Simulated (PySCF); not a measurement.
**O²⁺: excitation energy**

O²⁺ [He] 2s2 2p2 (3P) → O²⁺ [He] 2s2 2p1 3d1 (high-spin determinant), as a difference of total energies. Calculation: PySCF 2.14, in aug-cc-pVQZ-DK (6s5p4d3f2g, 80 functions); scalar relativity by spin-free X2C-1e. Correlated levels: valence: 1s2 frozen. The calculations carry no spin-orbit coupling.

```tsv
method	excitation energy (eV)
UHF	40.705
LDA	40.199
PBE	39.820
PBE0	40.176
PW91	39.937
MN15	40.212
revPBE	39.696
MP2 (valence)	40.087
SCS-MP2 (valence)	39.854
```

Estimate what r2SCAN gives.

40.630 eV, closest to UHF among the rows shown.

Estimate what BLYP gives.

39.742 eV, closest to revPBE among the rows shown.

A first-order spin-orbit estimate (lowest level to lowest level, LS coupling) adds 0.006 eV.

The promoted electron is Rydberg-like, and one or two diffuse shells describe it only roughly, which tends to raise the upper state.

The determinant of the upper state mixes LS terms, which raises its energy above the lowest term, most at the Hartree-Fock and MP2 levels.
